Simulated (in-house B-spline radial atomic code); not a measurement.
Settings and results of a run for neutral technetium. Level of theory: scalar-relativistic (X2C) Hartree-Fock, spin-polarised, averaged over the determinants with the given up and down occupations, Fermi nucleus of rms radius 4.41117 fm, inside a hard spherical wall at 4.42 bohr; calculated with an all-electron radial atomic-structure program (B-spline basis).

Command:
```bash
python run_scf.py task.json out
```
Settings (nuclear radius in fm, mass in u):
```
Z                43
configuration    [Kr] 4d5 4f1 5s1
hamiltonian      x2c
method           hf
spin_polarised   True
nucleus          fermi
rms_radius       4.41117
atomic_mass      96.90636
speed_of_light   137.035999084
wall_radius      4.42
```

Output (hartree, bohr):
```
 radial grid: 62 intervals, B-splines of order 8, outer radius 4.42 bohr

 iter        energy (Eh)    residual
    1       -4281.048089    4.85e-01
    2       -4281.812751    1.14e-01
    3       -4282.067134    2.67e-02
    4       -4282.080996    6.36e-03
    5       -4282.081718    3.17e-03
    6       -4282.081942    3.81e-04
    7       -4282.081945    6.04e-05
    8       -4282.081945    3.29e-06
    9       -4282.081945    3.08e-07

 total energy                     -4282.08194
 kinetic                            4451.9036
 electron-nucleus                 -10362.5230
 electron-electron                  1628.5375

 orbital      occ     eigenvalue          <r>       <r^2>       <1/r>       r_max
 1s up      1.000      -777.4419    0.0337647  0.00154985     46.2423     0.02169
 1s down    1.000      -777.4407    0.0337647  0.00154986     46.2422     0.02169
 2s up      1.000      -113.6552     0.148876   0.0262014     10.3925      0.1259
 2s down    1.000      -113.6096     0.148855   0.0261938     10.3942      0.1259
 2p up      3.000      -101.4917     0.130199   0.0207323     9.82003      0.1007
 2p down    3.000      -101.4506      0.13016    0.020719     9.82246      0.1007
 3s up      1.000       -20.8981      0.41258    0.194944     3.55775      0.3711
 3s down    1.000       -20.8709     0.412583    0.194872     3.55582      0.3713
 3p up      3.000       -16.7886     0.414065    0.199363     3.33787      0.3652
 3p down    3.000       -16.7618      0.41385    0.199019     3.33738      0.3653
 3d up      5.000       -10.1507     0.397416    0.189069     3.08714      0.3119
 3d down    5.000       -10.0888     0.398128    0.189651     3.08122      0.3126
 4s up      1.000        -3.2704      1.07292     1.30394     1.26699      0.9546
 4s down    1.000        -2.9878      1.05899     1.26856     1.28591      0.9471
 4p up      3.000        -2.0756      1.19916     1.64996     1.11304       1.033
 4p down    3.000        -1.7153      1.17081     1.56775     1.14105       1.019
 4d up      5.000        -0.3771      1.63537     3.13029    0.797164       1.288
 4f up      1.000         0.6672      2.64072     7.48568     0.41864       2.798
 5s up      1.000        -0.1037      2.51773     6.88739    0.502685       2.512
```

Time taken, with all properties: 0.24 s on 1 thread of Arm Neoverse V1, with other jobs on the host.

One-electron X2C: radii and densities carry no picture-change correction, so inner-shell <1/r> comes out high (for 1s by about 2 % at Z = 33, 5 % at 54, 10 % at 75, 30 % at 118) and <r> low.
